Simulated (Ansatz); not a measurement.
Molecule: sum formula H₃SiSO₂, charge 0, multiplicity 2. It need not be the lowest isomer of its formula. 
Geometry from a B3LYP-D3(BJ)/def2-TZVP (Ansatz, an electronic-structure program) optimisation:
```
Si
O 1 1.6445
H 2 0.9635 1 117.04
O 1 1.6549 2 104.94 3 21.40
H 4 0.9618 1 117.51 2 178.65
S 1 2.1700 2 111.83 3 138.31
H 6 1.3432 1 94.01 2 88.44
```
Charge 0, spin multiplicity 2.

Total electronic energies in hartree. Correlated levels leave the core frozen unless marked. UHF or UKS for open shells. No spin-orbit coupling. No relativistic terms. CBS(X,Y): correlation extrapolated as X^-3; Hartree-Fock from the larger set. The bracket is a focal-point correction in the basis named.

```
level                                                                 program  energy (Eh)
-------------------------------------------------------------  --------------  -----------
HF/6-31G                                                               Ansatz   -837.81536
HF/aug-cc-pV(D+d)Z                                                     Ansatz   -838.06632
HF/cc-pVTZ                                                             Ansatz   -838.12579
RI-HF/cc-pV(T+d)Z                                                      Ansatz   -838.13275
BLYP-D4/def2-TZVPD                                             Ansatz + dftd4   -840.10306
BLYP/def2-TZVPD                                                        Ansatz   -840.09006
revPBE-D3(BJ)/def2-TZVPD                                       Ansatz + dftd3   -839.94618
B3LYP/def2-TZVPD                                                       Ansatz   -840.15326
r2SCANh-D4/def2-TZVPD                                          Ansatz + dftd4   -839.98186
HSE06-D3(BJ)/def2-TZVPD                                        Ansatz + dftd3   -839.67927
HSE06-D4/def2-TZVPD                                            Ansatz + dftd4   -839.67988
CAM-B3LYP/def2-TZVPD                                                   Ansatz   -840.08637
LC-wPBE-D3(BJ)/def2-TZVPD                                      Ansatz + dftd3   -839.82669
wB97M-V/def2-TZVPD                                                     Ansatz   -840.02845
B2PLYP/def2-TZVPD                                                      Ansatz   -839.77214
PBE-QIDH/def2-TZVPD                                                    Ansatz   -839.50178
MP2/6-31G*                                                             Ansatz   -838.51602
MP2/CBS(cc-pV(T+d)Z,cc-pV(Q+d)Z)                                       Ansatz    -839.0191
CCSD/6-31G                                                             Ansatz   -838.17317
CCSD(T)/6-31G                                                          Ansatz   -838.17959
CCSD(T) with core electrons (1s frozen past Ne)/cc-pwCVTZ              Ansatz   -839.59477
RI-MP2/CBS(cc-pV(T+d)Z,cc-pV(Q+d)Z)+[CCSD(T)-MP2]/cc-pV(D+d)Z          Ansatz    -839.0659
CCSD(T)/CBS(aug-cc-pV(T+d)Z,aug-cc-pV(Q+d)Z)                           Ansatz    -839.0733
```

Totals of different functionals don't rank their quality; only differences between species are comparable.
